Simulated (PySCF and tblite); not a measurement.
Results of a calculation; reference values are marked as such.
System: C₈H₆N (charge +1), numbered as in [cH:1]1[cH:2][c:3](-[c+:4]2[cH:5][cH:6]2)[cH:7][cH:8][n:9]1.

Motion: rotation about the C3–C4 bond (torsion C2–C3–C4–C5 from 0° to 180°, rising). GFN2-xTB gives an electronic barrier of 8.7 kcal/mol.

The ion is treated without a counter-ion.

**Question.** What does PBE0/pcSseg-1 + D3(BJ), IEF-PCM acetone give on GFN2-xTB geometries?

**Answer.** A barrier of 7.8 kcal/mol, 0.9 below the tight-binding barrier (from unrounded values) and, with GFN2-xTB thermal terms, ΔG‡(298 K) = 7.7 kcal/mol and k = 5.3×10⁷ s⁻¹ (4 equivalent paths).

Programs: tblite and PySCF.
